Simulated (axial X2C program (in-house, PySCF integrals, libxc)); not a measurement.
**RuF: from the spin-free to the two-component result**

Calculated with an axial X2C code built on PySCF integrals. Spin-free means the one-electron spin-free X2C Hamiltonian; two-component (2c) means X2C with spin–orbit coupling and atomic mean-field two-electron Coulomb and Gaunt terms, so the difference of the two also holds small scalar two-electron terms. Basis: Ru dyall-cv3z [12s12p8d5f3g], F dyall-av3z [7s6p3d2f] (cores contracted in-house); Gaussian nuclei, density fitting, unrestricted open shells. Masses: Ru 101.904 u, F 18.998 u.

Spin-free state: M_S = 3/2, Λ = 3 (beyond evenly filled blocks: σα, π+α, π+β, π-α, δ+α, δ+β, δ-α); fragments Ru + F.

| level | Re (Å) | ωe (cm⁻¹) | De (eV) | μ (D) |
| --- | --- | --- | --- | --- |
| PBE0 | 1.901 | 562.8 | 3.951 | -4.33 |
| B97-3 | 1.918 | 540.6 | 4.108 | -4.47 |

Dipoles are positive if F is the positive end.

Two-component determinant lowest at the distance of the search:

Ω = 9/2 (⟨Sz⟩ = 1.52, ⟨Lz⟩ = 2.98 at PBE0); fragments Ru + F.

```csv
level,Re (Å),ωe (cm⁻¹),μ (D)
PBE0,1.899,565.6,-4.25
B97-3,1.917,542.0,-4.43
```

Problem. From the two tables, how do the constants change at the PBE0 level (2c against spin-free)?

Solution. At the PBE0 level Re drops by 0.002 Å and ωe goes up by 2.8 cm⁻¹.

Occupations by symmetry block were frozen at the best pattern of an incomplete PBE0 search. De is counted from the lowest determinant-based energies of the atoms at the same level, without counterpoise correction. De is not given where an atomic determinant may have missed its ground term or J level, or where the truncated virtual space spoils (T). Density functionals use the spin component along the axis (collinear). Other states lie close and PBE0, whose exact exchange favours high spin, may order them wrongly; the determinant shown need not be the ground state. The nearest other spin-free determinant of the search, M_S = 3/2, Λ = 2, lies 0.02 eV up at the distance of the search. Without a current term, density functionals place determinants with orbital angular momentum somewhat too high. With several unpaired electrons one determinant need not be a pure state. A state of lower Ω lies just above, and one determinant can place such states too high, so the state shown need not be the lowest. The search has Ω = 7/2 only 0.09 eV up.
